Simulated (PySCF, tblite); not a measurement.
C5H6N2O.
Atom-mapped SMILES: `[CH2:1]=[C:2]([C:3]#[N:4])[C:5](=[O:6])[NH:7][CH3:8]` (hydrogens: H9, H10 on C1; H11 on N7; H12, H13, H14 on C8)

Geometry (GFN2-xTB, Å), atoms numbered from 1 in this order:
```xyz
14
C5H6N2O angstrom
C     -2.285    1.026    0.525
C     -1.330    0.343   -0.108
C     -1.573   -0.330   -1.326
N     -1.738   -0.889   -2.315
C      0.058    0.275    0.481
O      0.329    0.828    1.526
N      0.939   -0.438   -0.248
C      2.313   -0.613    0.155
H     -2.045    1.518    1.454
H     -3.289    1.107    0.146
H      0.643   -0.872   -1.109
H      2.450   -0.087    1.098
H      2.988   -0.197   -0.595
H      2.540   -1.672    0.292
```

Computed with PBE0/pcSseg-1 in PySCF (dipole) on a GFN2-xTB geometry, gas phase.

Masses are those of the commonest isotopes; rigid-rotor values at the optimised geometry. The values belong to one conformer with, in the numbering `[CH2:1]=[C:2]([C:3]#[N:4])[C:5](=[O:6])[NH:7][CH3:8]`, C1–C2–C5–O6 0°, C2–C5–N7–C8 180°.

Task: What are A, B and C (MHz)?

Result: Ia = 162.78, Ib = 294.73, Ic = 454.32 u·Å²; 505379 MHz·u·Å²/I gives A = 3105, B = 1715, C = 1112 MHz.

Task: Classify the top.

Result: An asymmetric top: κ = (2 × 1715 − 3105 − 1112)/(3105 − 1112) ≈ -0.40.

Task: Is it planar, by Δ = Ic − Ia − Ib?

Result: Not planar: Δ = Ic − Ia − Ib = -3.19 u·Å². For a rigid frame Δ = −2 Σ m c², so Σ m c² = 1.60 u·Å² lies off the ab plane, practically all of it from hydrogen. The atom farthest from that plane is 0.89 Å away.

Task: Give the other two planar moments, Paa and Pbb, and the rms extents of the mass along the axes.

Result: Paa = Σ m a² = (Ib + Ic − Ia)/2 = 293.13 and Pbb = Σ m b² = (Ia + Ic − Ib)/2 = 161.18 u·Å². With the mass M = 110.05 u, the rms extents √(P/M) along a, b and c are 1.63, 1.21, 0.12 Å.

Task: List the rotational levels J(Ka,Kc) to J = 4 (MHz).

Result: Above 0(0,0):
J = 1: 1(0,1) 2827, 1(1,1) 4217, 1(1,0) 4819
J = 2: 2(0,2) 8324, 2(1,2) 9269, 2(1,1) 11076, 2(2,1) 15246, 2(2,0) 15403
J = 3: 3(0,3) 16236, 3(1,3) 16759, 3(1,2) 20346, 3(2,2) 23727, 3(2,1) 24454, 3(3,1) 32271, 3(3,0) 32298
J = 4: 4(0,4) 26368, 4(1,4) 26612, 4(1,3) 32456, 4(2,3) 34911, 4(2,2) 36810, 4(3,2) 43830, 4(3,1) 44009, 4(4,1) 55454, 4(4,0) 55457
Those of J = 1 are B + C, A + C and A + B.

Task: Which types of transition are allowed, and where do some lines up to J = 3 fall?

Result: The dipole components are |μa| = 0.78 D, |μb| = 0.04 D, |μc| = 0.00 D; the mirror of this Cs structure is the ab plane, so μc vanishes by symmetry (the 0.02 D computed is a residue) and there are no c-type lines. Intensities carry the squares of the components, which stand as 1.00 : 0.00 (a : b). Some lines, for components of 0.1 D or more:

```
type  branch         J(Ka,Kc)   MHz  lower level (cm⁻¹)
   a       Q  1(1,0) ← 1(1,1)   602               0.141
   a       Q  3(2,1) ← 3(2,2)   726               0.791
   a       Q  2(1,1) ← 2(1,2)  1807               0.309
   a       R  1(0,1) ← 0(0,0)  2827               0.000
   a       Q  3(1,2) ← 3(1,3)  3587               0.559
   a       R  2(1,2) ← 1(1,1)  5052               0.141
   a       R  2(0,2) ← 1(0,1)  5497               0.094
   a       R  2(1,1) ← 1(1,0)  6257               0.161
   a       R  3(1,3) ← 2(1,2)  7490               0.309
   a       R  3(0,3) ← 2(0,2)  7912               0.278
   a       R  3(2,2) ← 2(2,1)  8481               0.509
   a       R  3(2,1) ← 2(2,0)  9051               0.514
   a       R  3(1,2) ← 2(1,1)  9270               0.369
```

Task: Estimate the classical rotational partition function at 25 K, 200 K and 500 K.

Result: Point group Cs, symmetry number σ = 1; q = (√π/σ)·√((kT/h)³/(ABC)), k/h = 20836.6 MHz/K: 8660 at 25 K, 196000 at 200 K, 775000 at 500 K.

Its GFN2-xTB frequencies are all real (lowest 44 cm⁻¹). No vibrational averaging or centrifugal distortion is included, and the geometry carries the error of its method. A rigid rotor knows nothing of internal rotation, which can split or shift real lines. Quadrupole hyperfine structure (14N) is left out.
